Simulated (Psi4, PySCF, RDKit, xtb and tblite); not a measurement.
Relaxed torsion scan: SMILES C#CC[SiH2]O[SiH3] (C3H8OSi2). Scanned: dihedral C2–C3–Si4–O5; all other coordinates were relaxed at GFN2-xTB. Points at φ and −φ are mirror images.

Atom numbering (GFN2-xTB optimised geometry, Å):
```
14

C      3.6988    -0.3928     0.4567
C      2.5578    -0.0629     0.6065
C      1.1800     0.3239     0.7693
Si     0.0786    -0.3319    -0.6458
O     -1.4230     0.1785    -0.3161
Si    -3.0084     0.5028    -0.2960
H      4.7020    -0.6742     0.3389
H      1.1234     1.4151     0.8116
H      0.8191    -0.0549     1.7295
H      0.0532    -1.7942    -0.6690
H      0.4658     0.2419    -1.9342
H     -3.1176     1.9597    -0.3262
H     -3.6116    -0.1182    -1.4735
H     -3.5179    -0.0694     0.9483
```

- GFN2-xTB (xtb and tblite)
- RKS-M06-2X/6-31G* = restricted M06-2X/6-31G*, spherical d, density fitting // GFN2-xTB run with PySCF 2.14.0
- PBE/def2-TZVP // GFN2-xTB (Psi4)
- RKS-B3LYP/6-31G* = PySCF with restricted B3LYP/6-31G*, spherical d, density fitting // GFN2-xTB
- UFF // GFN2-xTB (RDKit)
- PBE-D3(BJ)/def2-TZVP // GFN2-xTB (Psi4)

Energies in kcal/mol, each method relative to its own lowest point.

```csv
φ / °,GFN2-xTB,RKS-M06-2X/6-31G*,PBE/def2-TZVP,RKS-B3LYP/6-31G*,UFF,PBE-D3(BJ)/def2-TZVP
-150,0.5,1.6,0.9,0.9,8.7,1.3
-120,1.2,2.7,2.1,2.1,13.0,2.4
-90,0.7,1.9,1.1,1.4,3.3,1.2
-60,0.2,0.4,0.2,0.4,0.0,0.0
-30,0.4,0.0,0.7,0.8,1.5,0.2
0,0.7,0.8,1.7,1.7,5.8,1.1
30,0.4,0.0,0.7,0.8,1.5,0.2
60,0.2,0.4,0.2,0.4,0.0,0.0
90,0.7,1.9,1.1,1.4,3.3,1.2
120,1.2,2.7,2.1,2.1,13.0,2.4
150,0.5,1.6,0.9,0.9,8.7,1.3
180,0.0,0.7,0.0,0.0,8.2,0.4
```

Root-mean-square difference from the PBE-D3(BJ)/def2-TZVP profile, itself a level with limits, after the best constant shift (kcal/mol): GFN2-xTB 0.5, RKS-M06-2X/6-31G* 0.3, PBE/def2-TZVP 0.3, RKS-B3LYP/6-31G* 0.4, UFF 3.8.
